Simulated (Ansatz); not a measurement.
Isolated molecules relaxed with PBE0-D4/def2-TZVP in Ansatz; ΔE leaves out vibrations. CCSD(T)/CBS adds triple-zeta CCSD(T) − MP2 to the extrapolated MP2 energy (def2 sets, frozen cores). This one scheme is used for every species, atoms too. No spin–orbit coupling; open shells (•) take unrestricted orbitals. Spin–orbit coupling would lower the free atoms: a little for B, C, F, O. One conformer a species, not always the lowest.

Reaction (atomization): `O=CCB(F)F` → B• + 2 C• + 2 F• + 3 H• + O•

`O=CCB(F)F`:

Z-matrix (Å, degrees):
```
C
C 1 1.500
B 1 1.568 2 113.3
H 1 1.090 2 110.5 3 126.0
H 1 1.101 2 107.7 3 -115.8
O 2 1.199 1 123.9 3 -115.7
H 2 1.110 1 115.3 3 63.6
F 3 1.320 1 121.5 2 -34.6
F 3 1.317 1 121.5 2 146.8
```

| level | ΔE (kJ/mol) |
| --- | --- |
| HF/def2-TZVPP | 3003.6 |
| HF/def2-QZVPP | 3009.2 |
| MP2/CBS(def2) | 4214.8 |
| CCSD/CBS(def2) | 3994.8 |

Task: What does CCSD(T)/CBS give? (Best estimate.)

Result: Computed: +4065.9 kJ/mol. The listed levels differ from it by -1062.3, -1056.7, 148.9, -71.1 kJ/mol.

Largest T1 diagnostic among the species: 0.014.

The D4 term adds +23.5 kJ/mol with B3LYP and +12.3 kJ/mol with PBE0; it sums over pairs of atoms, weighted by their polarisabilities, and B3LYP, whose exchange is more repulsive, gets the larger term. From PBE to PBE0 (25 % exact exchange), in def2-TZVPP and without D4, ΔE moves by −115.6 kJ/mol: exact exchange takes away binding that semilocal exchange gives to molecules. In def2-TZVPP, CCSD(T) changes the Hartree–Fock value by +964.9 kJ/mol (the triples alone add +71.1 kJ/mol) and MP2 by +1113.9 kJ/mol; breaking electron pairs costs correlation energy, which Hartree–Fock lacks.

B3LYP here is the variant with VWN-RPA as its local correlation; programs differ in this.

For atomizations the MP2-based limit and the directly extrapolated one differ by several kJ/mol either way, and by 10 to 25 for some Ge, Se and Sn compounds, so smaller differences from it don't rank the levels.
